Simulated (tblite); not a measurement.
Compound: C5H9BO2.
Z-matrix (Å and degrees, GFN2-xTB geometry), rows numbered from 1:
```
C 
C   1  1.3195
C   2  1.4958  1  124.03
C   3  1.5347  2  111.53  1  -118.00
C   4  1.5504  3  113.69  2   -72.18
O   5  1.4137  4  105.09  3  -119.81
B   6  1.3570  5  108.60  4     0.15
O   7  1.3556  6  113.14  5    -0.41
H   1  1.0777  2  121.64  3    -0.43
H   1  1.0764  2  122.10  3   179.93
H   2  1.0825  1  120.25  3  -179.51
H   3  1.0940  2  110.22  1   121.50
H   3  1.0910  2  110.17  1     2.08
H   4  1.0979  3  109.24  2    53.12
H   5  1.0939  4  112.62  3   121.66
H   5  1.0949  4  112.10  3    -1.98
H   7  1.1604  6  123.41  5   179.80
```

Method: GFN2-xTB as coded in tblite; computed harmonic values from a numerical Hessian at the method's own geometry, unscaled. Against measured fundamentals such values can be off by several per cent, at times by over 20. Modes of hydrogen on boron can be 10 to 20 % off. One conformer, not necessarily the lowest.

Harmonic wavenumbers (cm⁻¹): 54.1, 79.9, 96.7, 202.6, 331.7, 366.7, 412.9, 494.1, 622.8, 706.8, 750.7, 773.5, 861.1, 893.7, 898.6, 915.7, 950.9, 1007.3, 1014.3, 1030.1, 1060.1, 1092.8, 1136.3, 1143.7, 1167.4, 1172.7, 1201.3, 1253.8, 1282.3, 1295.7, 1298.3, 1330.1, 1412.9, 1466.6, 1478.4, 1718.7, 2740.6, 2890.6, 2921.7, 2944.5, 2954.5, 2998.9, 3055.1, 3102.1, 3130.0.

A = 5945, B = 1152, C = 1023 MHz; mass 112.070 u (most abundant isotopes); point group C1, symmetry number 1.

Question: Zero-point energy?

Answer: ½Σν̃ = 29857 cm⁻¹ = 357.16 kJ/mol.

Question: Entropy at 298.15 K, 1 bar (ideal gas, RRHO, classical rotation)?

Answer: Translation 167.71, rotation 118.07, vibration 87.16: S = 372.9 J/(mol K).

Question: And Cp and H(298.15 K) − H(0)?

Answer: Cp = 130.28 J/(mol K), of which vibrations give 97.02 (their classical limit is 45 R = 374.2); H(298.15 K) − H(0) = 23.54 kJ/mol without the zero-point energy, 13.62 from vibrations.

Question: What must be added to the electronic energy to get the Gibbs energy at 298.15 K and 1 bar?

Answer: ZPE + [H(298.15 K) − H(0)] − T·S = 357.16 + 23.54 − 111.19 = 269.51 kJ/mol.

Question: How do the functions run with temperature in this model?

Answer: 
```csv
T (K),S (J/(mol K)),Cp (J/(mol K)),H − H(0) (kJ/mol),G − H(0) (kJ/mol),ln q(vib)
100,276.6,64.1,4.92,-22.75,1.35
200,329.2,92.4,12.67,-53.18,3.21
300,373.8,131.0,23.78,-88.35,5.02
500,459.2,206.3,57.87,-171.72,8.87
800,573.1,277.1,131.43,-327.07,14.85
1000,638.3,306.8,189.99,-448.35,18.71
```

q(vib) and H(0) count from the zero-point level.

Question: Which modes carry the vibrational entropy at 298.15 K?

Answer: 54.1 cm⁻¹: 19.50; 79.9 cm⁻¹: 16.29; 96.7 cm⁻¹: 14.73; 202.6 cm⁻¹: 8.83; 331.7 cm⁻¹: 5.24; 366.7 cm⁻¹: 4.58 J/(mol K); the other 39 give 18.00 together.

Question: Blend soft modes into free rotors: weight 1/[1 + (100 cm⁻¹/ν̃)⁴] for the oscillator and the rest for a rotor with moment μB/(μ + B), μ = h/(8π²ν), B = 10⁻⁴⁴ kg m². What vibrational entropy results?

Answer: 78.77 J/(mol K) in place of 87.16, which changes −T·S at 298.15 K by +2.50 kJ/mol.

Hindered rotation and anharmonicity are outside this model. Other conformers, if any are populated, would add a mixing term that is left out. The structure is chiral; the term R ln 2 for an equal mix with its mirror image is left out.
